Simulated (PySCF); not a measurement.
These compounds are isomers of formula C$_{8}$H$_{6}$FN$_{3}$.

A. `Fc1ccccc1-n1ccnn1`
B. SMILES Fc1ccccc1-n1nccn1
C. `InChI=1S/C8H6FN3/c9-7-1-3-8(4-2-7)12-10-5-6-11-12/h1-6H`
D. SMILES Fc1cccc(-n2nccn2)c1
E. `InChI=1S/C8H6FN3/c9-8-10-6-11-12(8)7-4-2-1-3-5-7/h1-6H`

Spectrum 1. ¹H NMR (500 MHz, computed): δ 8.76 (m, 2H), 7.85 (s, 2H), 7.47 (m, 2H). ¹³C{¹H} NMR (computed): δ 172.2 (C), 139.9 (CH), 139.5 (C), 125.8 (CH), 121.8 (CH).

Spectrum 2. ¹H NMR (500 MHz, computed): δ 8.41 (d, 2H), 7.84 (m, 2H), 7.77 (m, 1H), 7.62 (t, 1H). ¹³C{¹H} NMR (computed): δ 165.8 (C), 151.5 (CH), 140.8 (C), 135.3 (CH), 132.9 (CH), 124.3 (CH).

Spectrum 3. ¹H NMR (500 MHz, computed): δ 9.04 (m, 1H), 7.88 (s, 2H), 7.59 (m, 1H), 7.54 (m, 1H), 7.54 (m, 1H). ¹³C{¹H} NMR (computed): δ 162.9 (C), 139.6 (CH), 133.6 (CH), 131.7 (C), 129.2 (CH), 127.6 (CH), 124.2 (CH).

Spectrum 4. ¹H NMR (500 MHz, computed): δ 9.56 (m, 1H), 8.55 (m, 1H), 7.91 (m, 1H), 7.67 (m, 1H), 7.65 (m, 1H), 7.60 (m, 1H). ¹³C{¹H} NMR (computed): δ 160.2 (C), 139.4 (CH), 133.9 (CH), 131.0 (CH), 130.0 (C), 129.9 (CH), 128.6 (CH), 123.5 (CH).

Spectrum 5. ¹H NMR (500 MHz, computed): δ 8.49 (d, 1H), 8.45 (m, 1H), 7.88 (s, 2H), 7.76 (m, 1H), 7.27 (m, 1H). ¹³C{¹H} NMR (computed): δ 173.5 (C), 145.3 (C), 140.3 (CH), 136.1 (CH), 120.2 (CH), 119.0 (CH), 111.8 (CH).

[PySCF: shielding tensors at PBE0/pcSseg-1 (GIAO); GFN2-xTB structure; one computed conformer; no relativistic terms; one averaged value for each set of equivalent atoms; in vacuum]

References, each an isolated molecule treated in the same way: ¹H (σ = 31.72 ppm), ¹³C (σ = 186.93 ppm) vs TMS. Splittings of carbon signals by F and P are missing where no couplings were computed. Where no couplings were computed, multiplicities follow the n + 1 count of equivalent neighbours, and m marks all less simple cases (inequivalent or close neighbours, rings, F or P nearby). Shifts are as computed. Against solution values, carbons near 30 ppm lie about +3 ppm off and those near 130 ppm about +5 ppm. Of 1211 compounds with measured shifts, 218 miss one by over three times the rms of a fit or turn the order of signals round; such compounds aren't used in these exercises.

Q: Match each spectrum to its structure.

A: 1–C, 2–E, 3–B, 4–A, 5–D.

- Spectrum 1 (C): 5 ¹³C signals; δC 172.2 is an aromatic carbon bearing fluorine; δC 139.5 is an aromatic carbon bearing nitrogen.
- Spectrum 2 (E): 6 ¹³C signals; δC 165.8 is an aromatic carbon bearing fluorine; δC 140.8 is an aromatic carbon bearing nitrogen.
- Spectrum 3 (B): 7 ¹³C signals; δC 162.9 is an aromatic carbon bearing fluorine; δC 133.6 is an aromatic CH.
- Spectrum 4 (A): 8 ¹³C signals; δC 160.2 is an aromatic carbon bearing fluorine; δC 133.9 is an aromatic CH.
- Spectrum 5 (D): 7 ¹³C signals; δC 173.5 is an aromatic carbon bearing fluorine; δC 145.3 is an aromatic carbon bearing nitrogen.
